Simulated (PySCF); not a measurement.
# What a mistake does to a calculation on AlGeH5N2

These are calculations, not measurements. They come from PySCF 2.14.0, an open-source quantum chemistry program, on an isolated molecule that a program drew, which may never have been made. The molecule is AlGeH5N2 (charge 0, singlet), drawn as the SMILES string `[NH2][GeH2][NH][Al]`.

Each row is a Hartree-Fock (HF) and frozen-core CCSD(T) single point in the cc-pV(D+d)Z basis, meant for a local HF minimum. Run 1 is clean. Each other run has one planted mistake out of seven kinds, and not every kind appears here: one electron removed, one electron added, multiplicity raised by two, geometry at a saddle point, minimal basis STO-3G, one bond length entered in bohr, all coordinates scaled. The reference is restricted for singlets and unrestricted otherwise, and also for a bond in bohr. Adding or removing an electron swaps singlet and doublet. Electrons count all cores. HOMO and LUMO are orbital energies over both spins, the gradient is its largest component, and the lowest frequency (negative if imaginary) is given only where the gradient is small. Bond lengths are over the 8 bonds as drawn. T1 is the CCSD diagnostic: over 0.02 (restricted) or 0.045 (unrestricted) a single reference is doubtful. Germanium has the cc-pVDZ-PP basis, with a core potential (ECP10MDF) in place of its 10 inner electrons, and its 3s, 3p and 3d shells are frozen in CCSD(T).

Geometry of the clean run:
```xyz
9
AlGeH5N2, angstrom
N    -0.6696    1.6911    0.5908
Ge   -0.0034    0.4607   -0.6018
N    -1.1753   -0.9513   -0.6905
Al   -2.0360   -1.7151   -2.0800
H    -1.5512    2.0951    0.3237
H    -0.0369    2.4405    0.8150
H     1.3726    0.0593   -0.0590
H     0.1423    0.9816   -2.0433
H    -1.3396   -1.3318    0.2326
```

```
run  electrons  basis functions  <S^2>  HOMO (eV)  LUMO (eV)  gradient (hartree/bohr)  lowest frequency (cm^-1)  mean bond (Å)  longest bond (Å)      T1  HF (hartree)  CCSD(T) (hartree)                 mistake
  1         64               99  0.000      -8.09       1.46                  2.8e-05                        70         1.4470             1.838  0.0142    -647.14713         -647.69573                no fault
  2         64               99  0.000      -7.78       1.68                  9.9e-02                         -         1.3211             1.679  0.0118    -647.06164         -647.59336  all coordinates scaled
  3         65               99  0.778       0.47       6.84                  2.6e-02                         -         1.4470             1.838  0.0173    -647.11129         -647.66812      one electron added
  4         63               99  0.757     -14.26      -6.57                  3.8e-02                         -         1.4470             1.838  0.0207    -646.87924         -647.39621    one electron removed
  5         64               99  1.018      -5.41       1.13                  1.9e-02                         -         1.6476             3.409  0.0363    -647.03490         -647.54590                       ?
```

**Which mistake was planted in run 5, and what did it cost?**

The mean bond changes by a factor of 1.139 and the longest by 1.855, so the molecule wasn't scaled as a whole. A length L in bohr read as angstrom grows by (1/0.5292 - 1) L = 0.890 L. The 8 bonds together grew by 8 x 0.2006 = 1.605 Å, which gives L = 1.804 Å. That is bond N3-Al4, 1.804 Å in the clean geometry. So the mistake is: one bond length entered in bohr. Subtracting run 1 and multiplying by 627.51 kcal/mol a hartree, the energy moved by 70.4 kcal/mol in HF and 94.0 kcal/mol in CCSD(T).

Cautions from the logs. Run 3: the HOMO is above zero, so the electron isn't bound and the energy depends on the basis.
